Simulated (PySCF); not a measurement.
Excitation energy of S by level of theory

S [Ne] 3s2 3p4 (3P) → S [Ne] 3s2 3p3 4s1, s spin flipped, as a difference of total energies. Calculation: PySCF 2.14, in aug-cc-pV(T+d)Z with one added diffuse shell each of s, p, d, f type (7s6p5d3f, 71 functions); no relativity, point nucleus. Correlated levels: valence: [Ne] frozen. The calculations carry no spin-orbit coupling.

```json
{"method": "UHF", "excitation energy (eV)": "5.959"}
{"method": "MP2 (valence)", "excitation energy (eV)": "6.510"}
{"method": "SCS-MP2 (valence)", "excitation energy (eV)": "6.587"}
```

**Question.** How much does correlation contribute at MP2 (valence)?

**Answer.** 6.510 − (5.959) = 0.551 eV, measured against UHF.

The upper determinant mixes two multiplicities, so it lies between the two terms.

The promoted electron is Rydberg-like, and one or two diffuse shells describe it only roughly, which tends to raise the upper state.
